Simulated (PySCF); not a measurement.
Atomic charges against the basis set

H6N2SSi2.
SMILES with atom numbers: `[SH:1][SiH:2]1[NH:3][SiH2:4][NH:5]1` (hydrogens: H6 on S1; H7 on Si2; H8 on N3; H9, H10 on Si4; H11 on N5)

Structure used (PBE0-D3(BJ)/def2-SVP), in Å, numbered top down from 1:
```xyz
11
H6N2SSi2 angstrom
S      2.5908    0.5766   -0.0115
Si     0.5219    0.4715    0.5263
N     -0.1882   -1.1132    0.6608
Si    -1.3665   -0.8160   -0.5949
N     -0.6471    0.7707   -0.7300
H      2.4559   -0.2447   -1.0766
H      0.4688    1.3478    1.7308
H      0.0344   -1.9126    1.2343
H     -1.2546   -1.6853   -1.8091
H     -2.7969   -0.8421   -0.1589
H     -0.8061    1.5595   -1.3382
```

PBE0 throughout (PySCF), one geometry, spherical d and f functions. One conformer (not necessarily the lowest) at the PBE0-D3(BJ)/def2-SVP geometry, without solvent, vibrations or thermal averaging. Atoms taken as equivalent share a column and are averaged. The first 7 of 9 kinds of atom are listed.

Mulliken charges (e):

```tsv
basis	functions	S1	Si2	N3/N5	Si4	H6	H7	H8/H11
STO-3G	43	-0.116	+0.751	-0.663	+0.788	-0.019	-0.134	+0.167
6-31G	69	-0.273	+1.035	-1.135	+1.089	+0.082	-0.107	+0.360
pcSseg-0	69	-0.481	+1.249	-1.281	+1.191	+0.188	-0.058	+0.352
6-31G*	94	-0.328	+0.726	-0.844	+0.709	+0.132	-0.068	+0.356
cc-pVDZ	112	-0.265	+0.500	-0.407	+0.463	+0.112	-0.046	+0.103
def2-SVP	112	-0.288	+0.634	-0.536	+0.620	+0.101	-0.073	+0.145
aug-cc-pVDZ	181	-0.544	+0.721	-0.461	-0.067	+0.166	+0.323	-0.121
6-311+G(2d,p)	195	-0.228	+1.035	-1.118	+1.030	+0.127	-0.049	+0.235
def2-TZVP	209	-0.335	+0.523	-0.566	+0.438	+0.169	-0.031	+0.228
cc-pVTZ	246	-0.270	+0.401	-0.347	+0.325	+0.110	-0.046	+0.146
IGLO-III	262	-0.331	+1.117	-0.810	+0.980	+0.017	-0.166	+0.185
```

IAO charges (e):

```
        basis  functions      S1     Si2   N3/N5     Si4      H6      H7  H8/H11
       STO-3G         43  -0.185  +0.883  -0.806  +0.907  +0.017  -0.127  +0.194
        6-31G         69  -0.316  +0.899  -0.901  +0.868  +0.113  -0.098  +0.283
     pcSseg-0         69  -0.329  +0.924  -0.899  +0.890  +0.122  -0.103  +0.268
       6-31G*         94  -0.322  +1.024  -0.948  +0.995  +0.098  -0.141  +0.276
      cc-pVDZ        112  -0.328  +1.017  -0.936  +0.984  +0.107  -0.143  +0.274
     def2-SVP        112  -0.320  +1.030  -0.938  +1.002  +0.102  -0.150  +0.269
  aug-cc-pVDZ        181  -0.337  +1.027  -0.960  +0.993  +0.114  -0.140  +0.284
6-311+G(2d,p)        195  -0.332  +1.056  -0.981  +1.028  +0.109  -0.147  +0.285
    def2-TZVP        209  -0.334  +1.069  -0.981  +1.038  +0.107  -0.152  +0.282
      cc-pVTZ        246  -0.337  +1.057  -0.972  +1.023  +0.110  -0.148  +0.282
     IGLO-III        262  -0.327  +1.063  -0.984  +1.036  +0.106  -0.150  +0.284
```

Hirshfeld charges (e):

| basis | functions | S1 | Si2 | N3/N5 | Si4 | H6 | H7 | H8/H11 |
| --- | --- | --- | --- | --- | --- | --- | --- | --- |
| STO-3G | 43 | -0.134 | +0.487 | -0.379 | +0.491 | +0.014 | -0.095 | +0.094 |
| 6-31G | 69 | -0.164 | +0.385 | -0.360 | +0.408 | +0.062 | -0.066 | +0.127 |
| pcSseg-0 | 69 | -0.163 | +0.401 | -0.355 | +0.426 | +0.058 | -0.076 | +0.119 |
| 6-31G* | 94 | -0.161 | +0.351 | -0.333 | +0.378 | +0.067 | -0.072 | +0.133 |
| cc-pVDZ | 112 | -0.148 | +0.362 | -0.328 | +0.387 | +0.059 | -0.081 | +0.128 |
| def2-SVP | 112 | -0.140 | +0.363 | -0.330 | +0.392 | +0.058 | -0.084 | +0.126 |
| aug-cc-pVDZ | 181 | -0.141 | +0.377 | -0.349 | +0.400 | +0.055 | -0.077 | +0.126 |
| 6-311+G(2d,p) | 195 | -0.140 | +0.367 | -0.344 | +0.397 | +0.059 | -0.076 | +0.125 |
| def2-TZVP | 209 | -0.141 | +0.365 | -0.341 | +0.391 | +0.058 | -0.078 | +0.129 |
| cc-pVTZ | 246 | -0.144 | +0.369 | -0.339 | +0.392 | +0.055 | -0.079 | +0.128 |
| IGLO-III | 262 | -0.130 | +0.365 | -0.340 | +0.388 | +0.054 | -0.078 | +0.125 |

ESP-fitted charges (e):

```
        basis  functions      S1     Si2   N3/N5     Si4      H6      H7  H8/H11
       STO-3G         43  -0.332  +0.769  -0.743  +0.758  +0.136  -0.121  +0.281
        6-31G         69  -0.505  +0.945  -1.136  +1.086  +0.256  -0.081  +0.469
     pcSseg-0         69  -0.556  +1.058  -1.146  +1.185  +0.272  -0.126  +0.450
       6-31G*         94  -0.400  +0.684  -0.950  +0.902  +0.220  -0.045  +0.430
      cc-pVDZ        112  -0.351  +0.583  -0.841  +0.803  +0.203  -0.035  +0.388
     def2-SVP        112  -0.363  +0.642  -0.872  +0.863  +0.205  -0.054  +0.389
  aug-cc-pVDZ        181  -0.344  +0.624  -0.904  +0.879  +0.194  -0.033  +0.402
6-311+G(2d,p)        195  -0.336  +0.595  -0.921  +0.873  +0.201  -0.021  +0.417
    def2-TZVP        209  -0.332  +0.589  -0.886  +0.846  +0.195  -0.031  +0.406
      cc-pVTZ        246  -0.335  +0.593  -0.863  +0.838  +0.191  -0.036  +0.392
     IGLO-III        262  -0.301  +0.544  -0.871  +0.839  +0.184  -0.021  +0.400
```

Which scheme is steadiest as the basis changes?

Largest range over the bases for any column: Hirshfeld 0.14 e, IAO 0.19 e, ESP-fitted 0.51 e, Mulliken 1.26 e. Hirshfeld charges move least and Mulliken charges most, counted in e. Without the minimal STO-3G basis the ranges are Hirshfeld 0.05, IAO 0.17, ESP-fitted 0.51, Mulliken 1.26 e.

How much do the charges still move between the two largest bases, cc-pVTZ and IGLO-III?

At most, over all atoms: Mulliken 0.716 e, IAO 0.013 e, Hirshfeld 0.014 e, ESP-fitted 0.049 e.

What do the same runs give for the total energy, the frontier levels and the dipole moment?

| basis | energy (Eh) | HOMO (eV) | LUMO (eV) | μ (D) |
| --- | --- | --- | --- | --- |
| STO-3G | -1077.2971 | -3.19 | 6.10 | 1.38 |
| 6-31G | -1089.6724 | -7.10 | -0.11 | 2.25 |
| pcSseg-0 | -1088.4604 | -7.19 | -0.09 | 2.38 |
| 6-31G* | -1089.8281 | -7.01 | 0.06 | 1.71 |
| cc-pVDZ | -1089.8862 | -6.97 | 0.16 | 1.39 |
| def2-SVP | -1089.5053 | -7.02 | 0.20 | 1.40 |
| aug-cc-pVDZ | -1089.9074 | -7.19 | -0.52 | 1.35 |
| 6-311+G(2d,p) | -1089.9715 | -7.20 | -0.51 | 1.33 |
| def2-TZVP | -1089.9893 | -7.18 | -0.24 | 1.27 |
| cc-pVTZ | -1089.9900 | -7.16 | -0.13 | 1.29 |
| IGLO-III | -1089.9865 | -7.12 | -0.18 | 1.13 |

The dipole is fixed by the density alone, so its range of 1.25 D shows that the density itself changes with the basis, not only its division among atoms.
